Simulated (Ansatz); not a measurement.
System: C₂H₄BO₂, net charge 0, doublet state. It need not be the lowest isomer of its formula. 
Geometry from a B3LYP-D3(BJ)/def2-TZVP (Ansatz, a first-principles code) optimisation:
SMILES: [CH]=CB(O)O
```xyz
9

C     -2.0121     0.2243     0.5627
C     -0.9885    -0.5414     0.2911
B      0.4279    -0.0281    -0.1201
O      0.6526     1.3183    -0.2139
O      1.3772    -0.9881    -0.3663
H     -3.0463     0.1176     0.8569
H     -1.1177    -1.6288     0.3521
H      1.5415     1.5804    -0.4706
H      2.2481    -0.6676    -0.6193
```
Charge 0, spin multiplicity 2.

Quantity: atomisation energy (electronic, to ground-state atoms), in kJ/mol. Cores are frozen in the correlated levels unless marked. UHF or UKS for open shells. Spin-orbit coupling is left out. Non-relativistic. The coupled-cluster limit lacks core correlation, which all-electron functionals hold. CBS marks a two-point X^-3 extrapolation of the correlation energy; Hartree-Fock from the larger set.

| level | program | atomisation energy (kJ/mol) |
|---|---|---|
| PBE-D3(BJ)/def2-TZVPD | Ansatz + dftd3 | 3965.2 |
| BLYP/def2-TZVPD | Ansatz | 3831.1 |

Q: What does CCSD(T)/CBS(cc-pVTZ,cc-pVQZ) (Ansatz) give?

A: 3836.4 kJ/mol, so BLYP/def2-TZVPD differs from it by -5.3 kJ/mol.
